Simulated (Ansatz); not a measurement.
The cluster Al₃P₄⁻, relaxed as a singlet with RKS r2SCAN-D4/def2-SVPD in Ansatz, starting from the GFN2-xTB geometry. Force threshold 0.02 eV/Å.

The restricted singlet is unstable towards broken spin symmetry in Hartree–Fock (as tested in another run); at r2SCAN-D4/def2-SVPD this wasn't settled. Another isomer (singlet) lies 0.20 eV lower at PBE0-D4/def2-TZVPD; other spin states weren't run for this one.

Start:

| atom | x (Å) | y (Å) | z (Å) |
| --- | --- | --- | --- |
| Al1 | 0.729 | 1.411 | 0.595 |
| Al2 | -1.196 | -0.349 | 1.270 |
| Al3 | -0.172 | -1.009 | -1.149 |
| P4 | 0.855 | 1.254 | -1.637 |
| P5 | 2.013 | -0.733 | -1.437 |
| P6 | 0.035 | 0.916 | 2.699 |
| P7 | -2.264 | -1.490 | -0.342 |

```tsv
step	energy (eV)	largest force component (eV/Å)	SCF passes
1	-56928.1424	0.574	23
2	-56928.2963	0.256	30
3	-56928.3668	0.307	29
4	-56928.3797	0.068	23
5 (rejected)	-56928.3663	0.260	29
6	-56928.3833	0.045	23
7	-56928.3876	0.068	24
8	-56928.3904	0.105	23
9	-56928.3948	0.166	24
10	-56928.3984	0.427	30
11	-56928.4040	0.185	24
12	-56928.4103	0.087	29
13	-56928.4151	0.058	24
14	-56928.4181	0.089	28
15	-56928.4202	0.076	25
16 (rejected)	-56928.4180	0.217	30
17	-56928.4230	0.030	24
18	-56928.4245	0.069	28
19	-56928.4249	0.032	25
20	-56928.4250	0.018	26
```

Force components are those of the run's own axes.

End:

Cartesian coordinates in Å:
```
Al 1.048 1.258 1.015
Al -1.329 -0.143 1.205
Al -0.113 -1.001 -1.136
P 1.092 1.119 -1.299
P 1.747 -0.733 -2.338
P -0.472 1.284 2.687
P -1.973 -1.784 -0.134
```

By distances, no bond broke or formed. The bond that changes most is Al3–P4, from 2.53 to 2.44 Å (atoms count from 1).

No frequencies were taken in this run, so the end may be a saddle point.

Run time 2.6 min (4 threads of Arm Neoverse N1 on a shared host).
